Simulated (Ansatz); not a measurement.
Coupled-cluster diagnostics for the cluster Na₇S₃⁺, Ansatz.

Geometry of the singlet (r2SCAN-D4/def2-SVP):

```csv
atom,x (Å),y (Å),z (Å)
Na1,-2.665,-2.814,-2.639
Na2,1.345,2.486,1.403
Na3,-2.143,1.394,-1.849
Na4,-1.108,0.409,1.050
Na5,3.422,-0.905,3.074
Na6,0.907,0.573,-1.164
Na7,0.485,-2.333,0.263
S8,-1.317,-1.187,-1.290
S9,-0.545,2.643,-0.302
S10,1.619,-0.267,1.454
```

Correlated methods freeze 22 core orbitals; core or outer-core shells of Na are correlated, in sets that lack core-valence functions. Another isomer (singlet) lies 0.09 eV lower at PBE0-D4/def2-TZVP; other spin states weren't run for this one.

**Question.** Estimate the CCSD(T) correlation energy, the shares of MP2 and (T), T1 and the reference's ⟨S²⟩ for: charge 1, singlet, own geometry in def2-SVP; and the rough time on 4 threads of Arm Neoverse N1 on a shared host.

**Answer.** 
```tsv
state	basis	correlation (eV)	MP2 share (%)	(T) share (%)	T1	⟨S²⟩ (pure)	wall time
charge 1, singlet, own geometry	def2-SVP	-13.558	89.8	3.4	0.009	0.00 (0.00)	3.5 min
```
Customary marks for T1 are 0.02 (closed shells), 0.045 (open shells) and about 0.05 (3d metals). T1 stays under 0.02 throughout.
